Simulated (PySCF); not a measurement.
# Excitation energy of Ir by level of theory

Ir [Xe] 4f14 5d7 6s2 (4F) → Ir [Xe] 4f14 5d6 6s2 6p1 (high-spin determinant), as a difference of total energies. Computed with PySCF 2.14 in aug-cc-pVTZ-PP with one added diffuse shell each of s, p, d, f, g type with ECP60MDF (7s7p6d4f3g, 113 functions), with scalar relativity through the core potential. Correlated levels: valence: 5s2 5p6 frozen. The calculations carry no spin-orbit coupling.

```json
{"method": "UHF", "excitation energy (eV)": "4.225"}
{"method": "LDA", "excitation energy (eV)": "5.553"}
{"method": "PBE", "excitation energy (eV)": "5.549"}
{"method": "PBE0", "excitation energy (eV)": "5.357"}
{"method": "r2SCAN", "excitation energy (eV)": "5.453"}
{"method": "B2PLYP", "excitation energy (eV)": "5.437"}
{"method": "M06-2X", "excitation energy (eV)": "5.296"}
{"method": "LC-wPBE", "excitation energy (eV)": "5.016"}
{"method": "MP2 (valence)", "excitation energy (eV)": "5.314"}
{"method": "SCS-MP2 (valence)", "excitation energy (eV)": "5.544"}
```

Question: How much does correlation contribute at MP2 (valence)?

Answer: 5.314 − (4.225) = 1.089 eV, measured against UHF.

The determinant of the upper state mixes LS terms, which raises its energy above the lowest term, most at the Hartree-Fock and MP2 levels.
